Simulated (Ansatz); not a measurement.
A structure relaxed at PBE-D4/def2-SVP in Ansatz, charge 0, singlet:

```xyz
67

Si    0.775    4.092   -2.236
Si    3.721    1.042   -2.681
Si   -2.784    2.963   -1.889
Si   -3.791   -0.730   -1.858
Si    2.561   -2.552   -2.495
Si   -1.108   -3.466   -2.134
Si   -0.071    0.247   -2.183
Si    1.856    1.752    0.713
Si   -1.888    0.777    1.136
Si    0.796   -1.928    0.863
Si   -0.853    4.434    1.163
Si    4.549   -1.001    0.349
Si    2.493   -0.317    4.038
Si   -2.928   -2.938    1.187
Si   -1.116   -1.434    4.186
Si   -0.725    2.396   -2.886
Si    1.940   -0.397   -3.220
Si    1.175    3.914    0.078
Si    3.878    1.153   -0.334
Si   -1.724   -1.300   -2.828
Si   -4.450    1.428   -2.529
Si   -2.524    2.934    0.451
Si   -3.531   -0.775    0.480
Si    0.919   -4.108   -3.139
Si    2.830   -2.532   -0.152
Si   -0.856   -3.473    0.208
Si    0.170    0.217    0.153
Si    2.290    1.807    3.027
Si   -1.831    0.696    3.486
Si    0.973   -1.918    3.210
Si   -2.731   -3.016    3.529
H     0.110    5.421   -2.505
H     2.061    4.052   -3.020
H     5.000    0.440   -3.210
H     3.555    2.405   -3.299
H    -3.162    4.358   -2.333
H    -4.829   -1.752   -2.266
H     3.891   -2.900   -3.126
H    -2.213   -4.430   -2.501
H    -1.249    5.851    0.827
H    -0.695    4.332    2.660
H     5.784   -1.393   -0.426
H     4.892   -1.027    1.816
H     3.908   -0.808    3.876
H     2.231   -0.161    5.518
H    -3.965   -3.926    0.703
H    -0.955   -1.450    5.689
H    -0.886    2.383   -4.389
H     1.712   -0.424   -4.715
H     2.240    4.903    0.493
H     4.930    2.161    0.069
H    -1.838   -1.265   -4.336
H    -4.633    1.474   -4.026
H    -5.765    1.788   -1.881
H    -3.843    3.275    1.108
H    -4.829   -0.368    1.142
H     0.784   -4.118   -4.642
H     1.303   -5.495   -2.686
H     3.210   -3.918    0.317
H    -0.421   -4.849    0.661
H     1.202    2.584    3.721
H     3.584    2.559    3.228
H    -0.942    1.774    4.052
H    -3.236    0.945    3.979
H     1.414   -3.291    3.665
H    -4.055   -2.700    4.180
H    -2.305   -4.396    3.964
```

**Question.** Give its formula.

**Answer.** Si31H36, a nanocrystal cut from cubic silicon.

**Question.** Summarise the bond lengths by kind (pairs closer than 1.2 times the sum of covalent radii, bridged metal pairs left out).

**Answer.** 44 × Si–Si 2.34 to 2.36 Å; 36 × H–Si 1.51 Å.

Single mean-field runs in def2-SVP are fitted with def2-universal-jkfit.
